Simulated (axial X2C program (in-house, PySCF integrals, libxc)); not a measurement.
Low determinants of CaSe⁻ at the PBE0 level, two-component

All values were computed with an in-house relativistic program for diatomic molecules. Two-component (2c) means X2C with spin–orbit coupling and atomic mean-field two-electron Coulomb and Gaunt terms. Basis: Se dyall-acv3z [9s10p7d5f1g], Ca dyall-acv3z [12s13p7d5f] (cores contracted in-house); Gaussian nuclei, density fitting, unrestricted open shells. Masses: Se 79.917 u, Ca 39.963 u.

Search at 2.540 Å (vertical energies from the lowest determinant):

```csv
ΔE (eV),state,electrons beyond evenly filled partner blocks,"electrons in ±ω = 1/2, 3/2, 5/2, 7/2"
0.00,Ω = 1/2,ω = 1/2,39 14 2 0
1.25,Ω = 3/2,ω = 3/2,40 13 2 0
1.27,Ω = 3/2,ω = 3/2,38 15 2 0
2.05,Ω = 7/2,"ω = 1/2, 2 × ω = 3/2",39 14 2 0
2.24,Ω = 5/2,"2 × ω = 1/2, ω = 3/2",38 15 2 0
2.32,Ω = 5/2,"2 × ω = 1/2, ω = 3/2",40 13 2 0
2.33,Ω = 1/2,"2 × ω = -1/2, ω = 3/2",40 13 2 0
```

Lowest determinant, Ω = 1/2 (⟨Sz⟩ = 0.50, ⟨Lz⟩ = 0.00 at PBE0): Re = 2.532 Å, ωe = 314.0 cm⁻¹.

The determinant in row 2 of the search, Ω = 3/2 (⟨Sz⟩ = 0.50, ⟨Lz⟩ = 1.00 at PBE0), was followed along the bond at PBE0; measured from the minimum of the lowest determinant it gives:

Te = 1.023 eV (8254 cm⁻¹), Re = 2.827 Å, ωe = 198.1 cm⁻¹.

Question: Compare the bond of the determinant in row 2 with that of the lowest one.

Answer: At PBE0 its Re is 0.295 Å longer and its force constant, which goes as ωe², is 0.40 times that of the lowest determinant. T0 ≈ Te + Δωe/2 = 8254 + (-58) = 8196 cm⁻¹.

The search compares states at one distance, so a state with another bond length can lie lower; it is not exhaustive and yields mostly the lowest determinant of each block pattern, so other components and higher states of one pattern are missing. These are energies of single determinants, not of spin-adapted states; PBE0 term energies can be off by some tenths of an eV, and the functional has no current term. For an anion, determinants above electron detachment are held by the basis set. The highest occupied level of some functionals is positive through self-interaction error; at Hartree–Fock it is bound. Row 2 has a positive highest level at its minimum.
